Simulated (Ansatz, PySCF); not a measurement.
This Ansatz (a program for electronic structure) input computes a PBE/def2-TZVPD energy:

Ansatz 0.2 input:
```yaml
crystal:
  periodic: [false, false, false]
  atoms:
    - {symbol: Sr, position_ang: [-0.33406487, -0.84412677, -0.58536016]}
    - {symbol: Cl, position_ang: [1.34919293, 1.19623489, -0.26723016]}
    - {symbol: Cl, position_ang: [-0.60245968, 0.69063672, 1.57568229]}
basis:
  gaussian:
    orbitals: def2-TZVPD
hamiltonian:
  xc: {name: PBE}
total_charge: 1
magnetization: {spin_polarized: true, initial_magnetization: 1}
output: {forces: true}
```

Q: Write an input for the same energy in PySCF and say what it gives.

A: 
```python
from pyscf import gto, scf, dft

mol = gto.M(
    atom='''
    Sr   -0.33406487   -0.84412677   -0.58536016
    Cl    1.34919293    1.19623489   -0.26723016
    Cl   -0.60245968    0.69063672    1.57568229
    ''',
    basis='def2-tzvpd',
    ecp='def2-tzvp',
    charge=1,
    spin=1,
    verbose=4,
)

mf = dft.UKS(mol, xc='pbe').density_fit(auxbasis='def2-universal-jkfit')
mf.grids.level = 3
mf.conv_tol = 1e-9
mf.max_cycle = 100
mf.max_memory = 1500
mf.kernel()
if not mf.converged:
    mf = mf.newton()
    mf.kernel(mf.make_rdm1())
for _ in range(2):
    mo, _, stable, _ = mf.stability(return_status=True)
    if stable:
        break
    mf.kernel(mf.make_rdm1(mo, mf.mo_occ))
mf.analyze()
```
It gives -950.60959 Eh, and Ansatz -950.60950 Eh, a difference of 0.09 mEh, from the treatment of integrals and grids.
